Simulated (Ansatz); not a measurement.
Gas-phase electronic energies from Ansatz, PBE0-D4/def2-TZVP geometries. CBS: MP2 limit from def2 TZ/QZ plus the TZ coupled-cluster correction, frozen cores. Functionals use def2-TZVPP. For Zn outer-core shells are correlated without core-valence functions, which leaves a few kJ/mol of doubt a bond. Scalar relativity is left out up to krypton. One conformer a species, not always the lowest.

Reaction (redistribution): `[OH][Zn][SiH3]` + `FC(F)(F)C1=CC(C(F)(F)F)=[O+][Al-]([F])([Cl])[O]1` → `[OH][Zn-]1[O]C(C(F)(F)F)=CC(C(F)(F)F)=[O+]1` + `[F][Al]([SiH3])[Cl]`

`[OH][Zn][SiH3]`:

Cartesian coordinates in Å:
```
O 0.631 -0.004 2.701
Zn 0.216 -0.002 0.967
Si -0.480 0.035 -1.267
H 1.544 -0.164 2.945
H -1.435 1.150 -1.517
H -1.155 -1.236 -1.647
H 0.681 0.221 -2.182
```

`FC(F)(F)C1=CC(C(F)(F)F)=[O+][Al-]([F])([Cl])[O]1`:

Z-matrix (Å, degrees):
```
C
F 1 1.334
F 1 1.334 2 108.0
F 1 1.317 2 108.9 3 118.2
C 1 1.538 2 109.7 3 -119.4
C 5 1.387 1 117.8 2 59.4
O 5 1.260 1 115.9 2 -120.4
C 6 1.387 5 120.2 1 -179.0
H 6 1.080 5 119.9 1 0.2
Al 7 1.821 5 126.1 1 -178.9
O 8 1.260 6 126.3 5 -0.8
C 8 1.538 6 117.8 5 179.1
F 10 1.640 7 108.9 5 -114.4
Cl 10 2.082 7 110.2 5 111.2
F 12 1.334 8 109.6 6 59.7
F 12 1.317 8 111.6 6 -179.6
F 12 1.334 8 109.7 6 -58.8
```

`[OH][Zn-]1[O]C(C(F)(F)F)=CC(C(F)(F)F)=[O+]1`:

Z-matrix (Å, degrees):
```
C
F 1 1.330
C 1 1.538 2 109.8
F 1 1.330 2 108.4 3 120.0
F 1 1.332 2 108.1 3 -123.0
C 3 1.387 1 118.9 2 -120.7
O 3 1.258 1 113.0 2 59.3
C 6 1.395 3 122.2 1 -179.9
H 6 1.079 3 119.1 1 0.1
Zn 7 1.936 3 124.6 1 180.0
C 8 1.543 6 116.2 3 179.8
O 8 1.251 6 128.1 3 -0.1
O 10 1.786 7 133.4 3 179.9
F 11 1.336 8 110.0 6 -60.8
F 11 1.320 8 111.7 6 178.6
F 11 1.336 8 110.1 6 57.9
H 13 0.959 10 113.8 7 -180.0
```

`[F][Al]([SiH3])[Cl]`:

Cartesian coordinates in Å:
```
F 0.000 0.926 -2.430
Al -0.676 0.180 -1.129
Si 0.621 -0.116 0.907
Cl -2.650 -0.469 -1.342
H 1.038 1.211 1.435
H 1.845 -0.910 0.614
H -0.177 -0.821 1.945
```

| level | ΔE (eV) |
| --- | --- |
| B97M-V | 1.75 |
| r2SCANh | 1.70 |
| CCSD/def2-SVP | 1.32 |
| MP2/CBS(def2) | 1.65 |

(1) What does CCSD(T)/CBS give? (Estimate.)

Largest T1 diagnostic among the species: 0.016.

Results:

(1) Ansatz gave: +1.55 eV. The listed levels differ from it by 0.20, 0.15, -0.23, 0.10 eV.

In def2-TZVPP, CCSD(T) changes the Hartree–Fock value by +0.05 eV (the triples alone add −0.00 eV) and MP2 by +0.15 eV. At CCSD(T), def2-SVP lies −0.23 eV from the extrapolated value and def2-TZVPP −0.00 eV. Leaving LDA and LC-ωPBE aside and taking each functional with its dispersion term where it has one, the values, not all of them listed here, spread over 0.14 eV, from PBE-QIDH to B97M-V. LDA lies +0.09 eV from PBE without D4.
